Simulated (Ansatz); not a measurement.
Born–Oppenheimer molecular dynamics of BrCl2HZn (5 atoms, charge 0, multiplicity 1). It starts at the highest image of a converged band, a first-order saddle point between two minima.

Level of theory: RKS PBE/def2-SVP (Ansatz).

| Item | Value |
| --- | --- |
| ensemble | NVE (velocity Verlet) |
| time step | 0.5 fs |
| steps asked | 200 |
| starting velocities drawn for | 100 K |
| seed | 4663 |

First frame:

```xyz
5
Properties=species:S:1:pos:R:3
Zn -0.388 0.000 0.034
Cl 0.228 0.000 2.231
Cl 0.341 0.000 -1.957
Br -2.742 0.000 1.003
H -1.485 0.000 2.046
```

Q: How far do the bonds stretch over the last three quarters of this one trajectory? (Pairs bonded in most of those frames.)

A: 
```
   bond  mean (Å)  spread (Å)  shortest  longest
Zn1–Cl2     2.235       0.020      2.21     2.27
Zn1–Cl3     2.115       0.001      2.11     2.12
Zn1–Br4     2.538       0.049      2.49     2.66
 Br4–H5     1.562       0.038      1.49     1.64
```

Mean temperature of the second half: 88 K. The conserved energy stayed within 0.0051 meV per atom of its start (net change 0.0012 meV per atom), so the integration is sound. A run of 0.1 ps of so small a system gives no equilibrium averages. The orbitals stay closed-shell, which can raise the energy where a bond breaks towards radicals; this wasn't checked here.

The run took 2.1 min on 2 threads of AMD EPYC 9R45 96-Core Processor (Zen 5), on a shared host, peak memory 0.18 GiB.
